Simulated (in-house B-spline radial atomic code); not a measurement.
A fraction x of an electron is removed from 5p in Xe⁴⁺, starting from [Kr] 4d10 5s2 5p2 and keeping the highest spin. Computed with a radial B-spline atomic code at the basis-set limit: scalar-relativistic (X2C) r2SCAN0, spin-polarised, spherical fractional occupations, Fermi nucleus of rms radius 4.7859 fm.

Caution: exact exchange at fractional occupations of open shells leaves self-interaction of up to several eV.

```csv
x,E(x) - E(0) (eV),5p up level (eV)
0,0.0000,-49.636
0.06,2.9956,-50.219
0.18,9.0921,-51.389
0.31,15.8551,-52.658
0.49,25.4919,-54.419
0.5,26.0366,-54.517
0.61,32.0927,-55.594
0.74,39.4028,-56.869
0.83,44.5607,-57.751
0.98,53.3337,-59.222
1,54.5201,-59.418
```

The exact functional would give a straight line between the two integer points. Deviations E(x) - E(0) - x[E(1) - E(0)], in eV: -0.276 at x = 0.06, -0.722 at x = 0.18, -1.046 at x = 0.31, -1.223 at x = 0.49, -1.223 at x = 0.5, -1.165 at x = 0.61, -0.942 at x = 0.74, -0.691 at x = 0.83, -0.096 at x = 0.98.

The curve lies below the straight line by up to 1.223 eV (at x = 0.49): convex, the delocalisation error, to which spherically averaged exact exchange adds.

How well does Slater's transition state (minus the level at half occupation) give the ionisation energy?

It gives 54.517 eV against 54.520 eV from the two total energies; NIST lists 54.10 eV, ground level to ground level. The end point has an open shell averaged over its orbitals, so its exact exchange keeps a self-interaction and this is no true integer point.
